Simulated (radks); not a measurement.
Q: The mean radii <r> (bohr) of the occupied orbitals of an atom or ion are listed with their occupations. All-electron calculation, scalar-relativistic Kohn-Sham, PBE, spin-polarised, spherical densities, point nucleus. Program: a radial shooting solver on a logarithmic mesh with Libxc functionals.

| orbital | occ. | <r> |
|---|---|---|
| 1s up | 1 | 0.02150 |
| 1s down | 1 | 0.02150 |
| 2s up | 1 | 0.09141 |
| 2s down | 1 | 0.09141 |
| 2p up | 3 | 0.08080 |
| 2p down | 3 | 0.08080 |
| 3s up | 1 | 0.2369 |
| 3s down | 1 | 0.2368 |
| 3p up | 3 | 0.2349 |
| 3p down | 3 | 0.2349 |
| 3d up | 5 | 0.2126 |
| 3d down | 5 | 0.2126 |
| 4s up | 1 | 0.4891 |
| 4s down | 1 | 0.4891 |
| 4p up | 3 | 0.5022 |
| 4p down | 2 | 0.5024 |

Name the element and its charge. Open shells, if any, are filled with parallel spins first.

A: Z = 65, terbium, charge +30: Tb30+ in [Ar] 3d10 4s2 4p5. The 1s radius gives Z: for a bare nucleus <r> = (2 gamma + 1)/(2Z) with gamma = sqrt(1 - (Z/c)^2), 0.02124 bohr for Z = 65, and screening makes it slightly larger (0.02150 here). The occupations add up to 35, and the charge is Z minus that.
